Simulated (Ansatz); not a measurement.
Start from `CO[SiH](F)O[SiH2]F` and change one atom or group to get `CO[SiH](F)S[SiH2]F`.

Ansatz, PBE0-D4/def2-TZVP geometries, multiplicity 1. Each molecule was computed in one conformer, which needn't be the lowest.

```json
{"property": "HOMO–LUMO gap (PBE/def2-TZVPP) / eV", "`CO[SiH](F)O[SiH2]F`": "6.82"}
{"property": "HOMO energy (PBE0/def2-TZVPP) / eV", "`CO[SiH](F)O[SiH2]F`": "-8.82"}
{"property": "LUMO energy (PBE/def2-TZVPP) / eV", "`CO[SiH](F)O[SiH2]F`": "-0.40"}
{"property": "LUMO energy (PBE0/def2-TZVPP) / eV", "`CO[SiH](F)O[SiH2]F`": "0.49"}
{"property": "LUMO energy (B3LYP/def2-TZVPP) / eV", "`CO[SiH](F)O[SiH2]F`": "0.24"}
{"property": "HOMO energy (PBE/def2-TZVPP) / eV", "`CO[SiH](F)O[SiH2]F`": "-7.23"}
```

Q: Give the same properties after the change, and the shifts. (Estimate.)

A: The calculation gave: 
| property | `CO[SiH](F)S[SiH2]F` | shift |
| --- | --- | --- |
| HOMO–LUMO gap (PBE/def2-TZVPP) / eV | 5.87 | -0.95 |
| HOMO energy (PBE0/def2-TZVPP) / eV | -8.26 | 0.56 |
| LUMO energy (PBE/def2-TZVPP) / eV | -1.14 | -0.74 |
| LUMO energy (PBE0/def2-TZVPP) / eV | -0.28 | -0.77 |
| LUMO energy (B3LYP/def2-TZVPP) / eV | -0.45 | -0.69 |
| HOMO energy (PBE/def2-TZVPP) / eV | -7.01 | 0.22 |

With PBE0 the HOMO rises by 0.56 eV and the LUMO falls by 0.77 eV, so the gap narrows by about 1.33 eV. PBE moves the HOMO by 0.22 eV and ωB97M-V by 0.80 eV.

B3LYP here is the variant with VWN-RPA as its local correlation; programs differ in this.
